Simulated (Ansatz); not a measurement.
A run on Cl2GeH4OSi (`Cl[SiH](Cl)[O][GeH3]`) with other settings.

```yaml
crystal:
  periodic: [false, false, false]
  atoms:
    - {symbol: Cl, position_ang: [-1.700524, -1.243558, 1.514341]}
    - {symbol: Si, position_ang: [-0.695095, 0.520455, 1.247571]}
    - {symbol: Cl, position_ang: [0.915385, 0.504341, 2.508017]}
    - {symbol: O, position_ang: [-0.223414, 0.672101, -0.277399]}
    - {symbol: Ge, position_ang: [0.678292, -0.353398, -1.438478]}
    - {symbol: H, position_ang: [-1.577668, 1.634306, 1.619394]}
    - {symbol: H, position_ang: [1.606392, -1.277161, -0.639976]}
    - {symbol: H, position_ang: [-0.368028, -1.138534, -2.236744]}
    - {symbol: H, position_ang: [1.453159, 0.635146, -2.313624]}
basis:
  gaussian: {orbitals: def2-TZVPP}
hamiltonian: {xc: {name: BHLYP}, dispersion: d4}
```

```sh
$ ansatz run in.yaml --threads 4 --pin off --events-out ev --progress --plain --max-ram 10444MiB
```

Shortened log:

```
Functional definition: BHLYP
1871 factors; their error is unknown
mean field evaluation 1: about -91553.9757 eV, gradient 5.1e1 eV
mean field evaluation 2: about -91550.2762 eV, gradient 6.8e1 eV
mean field evaluation 4: about -91557.9020 eV, gradient 2.2e0 eV
mean field evaluation 8: about -91558.6657 eV, gradient 6.9e-2 eV
mean field -91558.66565724 eV, -3364.7189022111 hartree, gradient 5.5e-5 eV, S^2 0.000000; 0 other end points of the search recorded, 0 dependent functions left out
reference -91558.66587612 eV, -3364.7189102547 hartree; 46, 46 occupied and 215, 215 virtual orbitals, 1871 factors
Total energy: -91559.07248667 eV, -3364.7338529166 hartree
```

Hardware: 4 threads of an AMD EPYC 7B13 on a shared host. Wall time 3.4 s, peak host memory 0.85 GiB.
